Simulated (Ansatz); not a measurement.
Consider the formal exchange of groups at the Al–F bond: `CO[CH2][AlH][F]` + SiH₄ → `CO[CH2][AlH][SiH3]` + H–F.

Isolated molecules relaxed with PBE0-D4/def2-TZVP in Ansatz; ΔE leaves out vibrations. CBS: MP2 limit from def2 TZ/QZ plus the TZ coupled-cluster correction, frozen cores. This one scheme is used for every species. Functionals use def2-TZVPP. One conformer a species, not always the lowest.

`CO[CH2][AlH][F]`:

```xyz
11

C     1.590   -0.120   -0.153
O     0.586   -1.085   -0.056
C    -0.663   -0.592   -0.517
Al   -1.461    0.661    0.787
F    -2.866    1.428    0.366
H     1.766    0.178   -1.197
H     2.506   -0.544    0.258
H     1.339    0.790    0.420
H    -0.572   -0.176   -1.532
H    -1.324   -1.462   -0.616
H    -0.903    0.923    2.240
```

SiH₄:

Cartesian coordinates in Å:
```
Si 0.000 0.000 0.000
H 0.367 -0.791 -1.201
H 0.322 1.430 -0.232
H 0.765 -0.496 1.172
H -1.454 -0.144 0.262
```

`CO[CH2][AlH][SiH3]`:

Z-matrix (Å, degrees):
```
C
O 1 1.393
H 1 1.105 2 111.7
H 1 1.090 2 108.1 3 -119.2
H 1 1.100 2 111.7 3 120.7
C 2 1.419 1 111.9 3 -58.1
Al 6 1.988 2 114.3 1 73.5
H 6 1.099 2 106.3 1 -168.6
H 6 1.103 2 110.6 1 -55.1
Si 7 2.458 6 121.1 2 1.8
H 7 1.594 6 117.9 2 179.2
H 10 1.492 7 112.8 6 136.6
H 10 1.490 7 112.7 6 14.2
H 10 1.494 7 109.4 6 -104.6
```

H–F:

Z-matrix (Å, degrees):
```
F
H 1 0.920
```

CCSD(T)/CBS gives +44.3 kcal/mol.

Task: Another level gave +44.6 kcal/mol. Which?
A. SCS-MP2/def2-TZVPP
B. PBE0-D4/def2-TZVPP
C. r2SCAN-D4/def2-TZVPP
D. MP2/def2-TZVPP

Result: C. r2SCAN-D4 44.6, MP2/def2-TZVPP 46.4, PBE0-D4 40.4, SCS-MP2/def2-TZVPP 47.7 kcal/mol.

Largest T1 diagnostic among the species: 0.012.

In def2-TZVPP, CCSD(T) changes the Hartree–Fock value by −6.2 kcal/mol (the triples alone add −0.8 kcal/mol) and MP2 by −4.2 kcal/mol. The D4 term adds −2.1 kcal/mol with B3LYP and −1.3 kcal/mol with PBE0; it sums over pairs of atoms, weighted by their polarisabilities, and B3LYP, whose exchange is more repulsive, gets the larger term.

B3LYP here is the variant with VWN-RPA as its local correlation; programs differ in this.
